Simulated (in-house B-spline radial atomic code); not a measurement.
Lu²⁺. Computed with a B-spline radial atomic code. Model: all-electron spherical atom, spin shells full or empty, radial basis limit, no spin-orbit coupling, Breit or QED, empty-state partial waves extrapolated as (l+1/2)^-4, RPA, G0W0 and static COHSEX of the highest shell as one setting changes (uncorrelated shells keep exact exchange).

In a row where one electron alone is correlated, RPA and GW hold only self-correlation.

Without the two-electron picture change, core correlation of heavy ions comes too large.

Given: element Lu; charge 2; filled core Xe; hamiltonian one-electron scalar X2C; mean-field start PBE; highest l of empty states 9; nuclear rms radius 5.37 fm; highest mean-field shell 6s up.

Shell: 4f 7 7, 6s 1 0 (electrons up and down).

```csv
lowest nl shells left uncorrelated,RPA correlation energy (hartree),G0W0 level (eV),G0W0 minus most complete (meV),COHSEX level (eV)
0,-6.4651,-21.598,0,-23.739
1,-6.2503,-21.598,0.1,-23.739
2,-6.0426,-21.599,-0.5,-23.74
3,-5.4427,-21.598,0.1,-23.739
4,?,?,?,?
5,-4.648,-21.6,-1.4,-23.745
6,-3.6668,-21.592,6.1,-23.732
7,-3.4761,-21.609,-10.9,-23.773
8,-2.9009,-21.611,-13.1,-23.79
9,-1.8989,-21.587,11,-23.754
10,?,?,?,?
11,-1.0895,-21.257,341.2,-23.425
12,-0.025759,-20.81,788.4,-22.607
```

Question: What follows for lowest nl shells left uncorrelated = 10?

Answer: RPA correlation energy -1.7082 hartree; G0W0 level -21.61 eV; G0W0 minus most complete -11.4 meV; COHSEX level -23.808 eV.

Question: What follows for lowest nl shells left uncorrelated = 4?

Answer: RPA correlation energy -5.2469 hartree; G0W0 level -21.601 eV; G0W0 minus most complete -2.6 meV; COHSEX level -23.745 eV.
